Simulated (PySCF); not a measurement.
GeF₂Cl₂, SMILES [Cl][Ge]([F])([F])[Cl].

Coordinates come from a PBE-D3(BJ)/def2-SVP optimisation.

These are PySCF with PBE-D3(BJ)/def2-SVP values and carry that method's errors.

Frequencies are harmonic and unscaled.

```tsv
mode	ν (cm⁻¹)	IR (km/mol)	moving atoms (share of kinetic energy)
1	129	0.6	Cl 74 %, F 16 %, Ge 10 %
2	158	0.0	F 75 %, Cl 25 %
3	186	10.0	F 37 %, Ge 33 %, Cl 30 %
4	227	30.5	F 61 %, Cl 23 %, Ge 15 %
5	230	18.7	F 75 %, Ge 15 %, Cl 10 %
6	414	17.7	Cl 77 %, Ge 17 %
7	468	99.9	Cl 57 %, Ge 43 %
8	711	67.4	F 82 %, Ge 18 %
9	739	67.2	F 75 %, Ge 25 %
```
